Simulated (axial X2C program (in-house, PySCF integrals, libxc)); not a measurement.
**Working with the constants of YBr**

A bond curve at the CCSD level, 2c, was computed with an in-house all-electron X2C program for linear molecules (integrals from PySCF) (basis Y dyall-cv3z [11s12p9d6f3g], Br dyall-cv3z [8s9p6d4f1g] (cores contracted in-house)) for the state Ω = 0 (closed shell). Its fit gives Re = 2.5981 Å, ωe = 258.5 cm⁻¹, ωexe = 0.52 cm⁻¹ and αe = 1.833e-04 cm⁻¹; the masses are 88.9058 and 78.9183 u. Two-component means X2C with spin–orbit coupling and atomic mean-field Coulomb and Gaunt terms.

Correlated methods: 10 electrons correlated (number of frozen shells: Y 4 s, 3 p, 1 d; Br 3 s, 2 p, 1 d), 324 virtual spin orbitals or spinors in MP2, 90 natural virtuals in coupled cluster.

Find the reduced mass, Be and the force constant.

From the CCSD values: μ = 41.8074 u. Be = 16.8576/(μ Re²) = 0.05974 cm⁻¹. k = 5.8918×10⁻⁷ μ ωe² = 1.65 mdyn/Å.

Where do the fundamental and the first overtone lie?

ν(1←0) = ωe − 2ωexe = 257.5 cm⁻¹; ν(2←0) = 2ωe − 6ωexe = 513.9 cm⁻¹.

A Morse curve ties αe to the other constants (Pekeris). How well does that hold?

αe(Morse) = 6Be²/ωe × (√(ωexe/Be) − 1) = 1.615e-04 cm⁻¹; the CCSD curve gives 1.833e-04 cm⁻¹, a ratio of 0.88.

Give B0, the J = 1←0 line in GHz and the most populated J at 300 K (kT = 208.5 cm⁻¹).

B0 = Be − αe/2 = 0.05964 cm⁻¹; 2B0 = 3.576 GHz; J(max) ≈ √(kT/2B0) − 1/2 = 41.3, so J = 41.

Estimate the centrifugal constant by the Kratzer relation.

D = 4Be³/ωe² = 1.28e-08 cm⁻¹.

The state is a single determinant with fixed occupations, the lowest that a limited PBE0 search found. CCSD ran in a truncated set of natural virtual spinors with an MP2 remainder; without triples it tends to underbind. PBE0 can misorder states that lie within some tenths of an eV, so this need not be the ground state of the molecule. The nearest other 2c determinant of the search, Ω = 1, lies 0.44 eV up at the distance of the search. The outer-core s and p shells of the metal are frozen in the correlated rows, which leaves out core–valence correlation; for alkali and alkaline-earth bonds that tends to lengthen them. With the outer-core shells frozen, correlated bond lengths of heavy atoms tend to come out a few hundredths of an ångström too long.
